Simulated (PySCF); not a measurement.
**Electronic structure of P²⁺ (phosphorus, charge +2) at the UHF level**

Configuration: [Ne] 3s2 3p1, 2P determinant. Calculation: PySCF 2.14, in def2-TZVP; no relativity, point nucleus.

| Quantity | Value |
| --- | --- |
| Total energy | -339.641401 hartree |
| One-electron energy | -459.1455 hartree |
| Hartree (Coulomb) energy | 141.5393 hartree |
| Exchange energy | -22.0352 hartree |
| Kinetic energy | 339.56407 hartree |
| ⟨S²⟩ | 0.7636 |
| ⟨L²⟩ | 2.041 |
| Sum of ⟨r⟩ | 9.655 bohr |
| Sum of ⟨r²⟩ | 14.12 bohr² |
| Traceless quadrupole moment −½Σ⟨3z² − r²⟩ along its main axis | -1.87 e·bohr² |
| Density at the nucleus (Gaussians lack the cusp) | 2110 bohr⁻³ |
| Spin density at the nucleus | 0.0745 bohr⁻³ |
| Langevin diamagnetic susceptibility | -11.2 ×10⁻⁶ cm³/mol |
| Time after the integrals | 0.17 s of wall time on 1 thread of Neoverse-N1 (shared host) |

```
shell  electrons  mean orbital energy (eV)  spread (eV)  rms radius, mean of both spins (bohr)
 1s α          1                   -2200.9            0                                  0.120
 1s β          1                   -2200.6            0                                  0.120
 2s α          1                   -228.52            0                                  0.561
 2s β          1                   -228.23            0                                  0.561
 2p α          3                   -171.10        0.540                                  0.539
 2p β          3                   -170.56        0.636                                  0.539
 3s α          1                   -40.050            0                                   1.90
 3s β          1                   -37.058            0                                   1.90
 3p α          1                   -29.973            0                                   2.13
```
